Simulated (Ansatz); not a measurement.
The cluster Pt4. Charge 0, multiplicity 1. Geometry PBE0-D4/def2-SVP.

```xyz
4

Pt   -1.028   -0.083    0.715
Pt    1.034   -0.459   -0.541
Pt    1.154    0.838    1.643
Pt   -1.160   -0.296   -1.816
```

In the def2 sets Pt takes a core potential; there is no spin–orbit coupling. The restricted singlet is unstable towards broken spin symmetry in Hartree–Fock (as tested in another run); at PBE-D4/def2-TZVP, r2SCAN-D4/def2-TZVP, PBE0-D4/def2-TZVP, r2SCAN0-D4/def2-TZVP and others this wasn't settled. No other spin state of charge 0 was run. Another isomer (singlet) lies 0.41 eV lower at PBE0-D4/def2-TZVP; other spin states weren't run for this one.

Estimate the orbital energies around the gap (eV) in Ansatz with PBE-D4/def2-TZVP, r2SCAN-D4/def2-TZVP, PBE0-D4/def2-TZVP, r2SCAN0-D4/def2-TZVP, CAM-B3LYP-D4/def2-TZVP.


| orbital | PBE-D4/def2-TZVP | r2SCAN-D4/def2-TZVP | PBE0-D4/def2-TZVP | r2SCAN0-D4/def2-TZVP | CAM-B3LYP-D4/def2-TZVP |
| --- | --- | --- | --- | --- | --- |
| HOMO−9 | -6.06 | -6.15 | -7.04 | -7.19 | -8.25 |
| HOMO−8 | -5.97 | -6.11 | -6.94 | -7.07 | -8.14 |
| HOMO−7 | -5.59 | -5.65 | -6.49 | -6.65 | -7.73 |
| HOMO−6 | -5.55 | -5.64 | -6.48 | -6.61 | -7.71 |
| HOMO−5 | -5.44 | -5.59 | -6.34 | -6.46 | -7.48 |
| HOMO−4 | -5.32 | -5.45 | -6.27 | -6.41 | -7.47 |
| HOMO−3 | -5.24 | -5.35 | -6.23 | -6.37 | -7.44 |
| HOMO−2 | -5.04 | -5.16 | -5.99 | -6.13 | -7.19 |
| HOMO−1 | -5.04 | -5.15 | -5.98 | -6.11 | -7.16 |
| HOMO | -4.84 | -4.89 | -5.64 | -5.71 | -6.71 |
| LUMO | -4.79 | -4.67 | -3.85 | -3.80 | -2.92 |
| LUMO+1 | -4.79 | -4.64 | -3.72 | -3.69 | -2.64 |
| LUMO+2 | -3.93 | -3.71 | -2.90 | -2.80 | -2.01 |
| LUMO+3 | -3.05 | -2.76 | -1.97 | -1.82 | -1.07 |
| LUMO+4 | -1.47 | -1.20 | -0.66 | -0.53 | 0.10 |
| LUMO+5 | -0.86 | -0.57 | 0.01 | 0.17 | 0.86 |
